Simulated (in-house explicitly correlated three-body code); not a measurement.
Values are calculated unless marked as measured or tabulated.
Two electrons around a charge Z: the exact Kohn-Sham energy parts

The exact non-relativistic ground state comes from a variational code in 260 exponentially correlated functions, the Kohn-Sham parts from inverting its density (past Z = 6 the correlation energy is taken as exact minus Hartree-Fock, equal to within microhartrees), and self-consistent runs (Hartree-Fock is restricted) from a B-spline radial code. Z may be fractional; the second electron is bound down to Z = 0.911.

E_c tends to a constant and T_c to −E_c as Z grows.

```csv
Z,E (Eh),E_x (Eh),E_c (mEh),T_c (mEh),−T_c/E_c,binding (eV)
1,-0.527751,-0.38090,-41.99,27.88,0.664,0.7551
1.13,-0.722924,-0.47137,-40.58,29.91,0.737,2.299
1.34,-1.110564,-0.60783,-40.61,32.25,0.794,5.79
1.58,-1.661844,-0.76024,-41.17,34.23,0.831,11.26
1.88,?,?,?,?,?,?
2.08,-3.180252,-1.07478,-42.26,37.00,0.876,27.68
2.54,-5.018562,-1.36309,-42.98,38.65,0.899,48.78
3,-7.279913,-1.65106,-43.52,39.83,0.915,75.65
3.56,?,?,?,?,?,?
4,-13.655566,-2.27663,-44.27,41.48,0.937,153.9
```

Question: What belongs in the row Z = 1.88?

Answer: E (Eh): -2.512920; E_x (Eh): -0.94920; E_c (mEh): -41.86; T_c (mEh): 36.05; −T_c/E_c: 0.861; binding (eV): 20.29.

Question: What belongs in the row Z = 3.56?

Answer: E (Eh): -10.603921; E_x (Eh): -2.00143; E_c (mEh): -43.99; T_c (mEh): 40.86; −T_c/E_c: 0.929; binding (eV): 116.1.

Question: Where is correlation strongest relative to exchange?

Answer: E_c/E_x falls from 0.110 at Z = 1 to 0.0194 at Z = 4, since exchange grows as Z while correlation stays near −0.045 hartree. The smaller −T_c/E_c at low Z marks the more static, in-out correlation of a loosely bound pair.
